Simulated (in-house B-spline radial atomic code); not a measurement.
## RPA and G0W0 on r2SCAN0: Zn²⁺

Configuration [Ar] 3d10, mean-field start r2SCAN0. Computed with an all-electron radial atomic-structure program (B-spline basis): all electrons, non-relativistic, point nucleus, each spin shell either full or empty, empty states to l = 9 with an (l + 1/2)⁻⁴ tail; G0W0 by contour deformation at full frequency.

Command:
```bash
python run_gw.py task.json out
```
Settings (radii: box in bohr, nucleus in fm):
```
Z                        30
electrons                28
configuration            [Ar] 3d10
hamiltonian              nr
method                   r2scan0
lmax                     9
spin_polarised           False
box_radius               17.55
intervals                52
```

Time taken, with all properties: 2 s on 1 thread of Arm Neoverse N1, on a shared host.

Energies (hartree):

```json
{"term": "mean-field total", "value": "-1778.39171"}
{"term": "Hartree-Fock functional on these orbitals", "value": "-1776.95095"}
{"term": "direct second order", "value": "-2.4798"}
{"term": "second-order exchange", "value": "0.70805"}
{"term": "SOSEX correction", "value": "0.63748"}
```

What is the RPA correlation energy, and what remains with SOSEX?

RPA gives -2.0618 hartree (-2 eV per electron); RPA + SOSEX gives -1.4244, and the second-order doubles -1.7717 hartree (no singles). RPA lacks exchange-type terms and so overcorrelates at short range.

Quasi-particle levels (eV):

```csv
level,occupied,mean field,Σx - vxc,Σc,QP weight,G0W0
3d,yes,-34.15,-8.26,?,?,?
4s,no,-20.446,4.14,-1.32,0.979,-17.625
```

G0W0 = mean field + (Σx - vxc) + Σc, with Σc (partial-wave tail included) taken at the quasi-particle energy. Only the outer levels were computed. Levels of low weight are left out.

Where does G0W0 put 3d?

At -39.97 eV, with Σc = 2.45 eV and a quasi-particle weight of 0.909. The tabulated removal energy is 39.723 eV (NIST, measured); the calculation leaves out relativity, Breit and QED terms, and what these don't explain is the method's own error.
